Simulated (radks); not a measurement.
Ir2+, configuration [Xe] 4f14 5d7.

Calculated with a radial shooting solver on a logarithmic mesh with Libxc functionals: scalar-relativistic Kohn-Sham, LDA (Slater exchange, VWN5 correlation), spin-polarised, spherical densities, point nucleus; open shells are filled with parallel spins first (spin-orbit coupling, left out, can overturn this in heavy ions); hard spherical wall at 1.5 bohr.

Energy parts (Ry):
| part | energy |
|---|---|
| total | -35561.3154 |
| kinetic | 39904.0873 |
| electron-nucleus | -89123.4688 |
| Hartree | 14345.2633 |
| exchange-correlation | -687.1972 |

Orbitals (lengths in bohr, moments of r in powers of bohr; <r^-3> diverges for s and p1/2; r(90%) holds 90 % of the orbital's charge):
orbital,occ.,eigenvalue (Ry),r(90%),<r^-3>
1s up,1,-5582.834,0.0318,-
1s down,1,-5582.831,0.0318,-
2s up,1,-969.9321,0.114,-
2s down,1,-969.8767,0.114,-
2p up,3,-841.7400,0.108,23020
2p down,3,-841.6931,0.108,23020
3s up,1,-221.2535,0.280,-
3s down,1,-221.2223,0.280,-
3p up,3,-183.7950,0.287,5199
3p down,3,-183.7621,0.287,5199
3d up,5,-142.4183,0.269,654.5
3d down,5,-142.3736,0.269,654.5
4s up,1,-42.10576,0.613,-
4s down,1,-42.04684,0.613,-
4p up,3,-29.92519,0.663,1212
4p down,3,-29.86721,0.663,1212
4d up,5,-14.96446,0.734,130.1
4d down,5,-14.89868,0.733,130.2
4f up,7,1.65619,0.884,23.36
4f down,7,1.73798,0.879,23.48
5s up,1,-1.46243,1.17,-
5s down,1,-1.27347,1.17,-
5p up,3,2.60499,1.20,335.3
5p down,3,2.80573,1.20,336.8
5d up,5,8.42679,1.23,46.42
5d down,2,8.63287,1.23,46.44
5f up,0,15.66116,1.25,14.55
5f down,0,15.85430,1.25,14.47
6s up,0,22.61842,1.31,-
6s down,0,22.76914,1.31,-
6p up,0,27.37234,1.31,572.0
6p down,0,27.52005,1.31,572.2

The highest occupied level is 5d down at 117.46 eV. Summed over all electrons, <r^2> = 23.68 bohr^2, which gives a Langevin (diamagnetic) susceptibility term of -18.8 x 10^-6 cm^3/mol. The pressure on the wall is 124000 GPa. The density falls to 0.001 e/bohr^3 at r = 1.49 bohr.
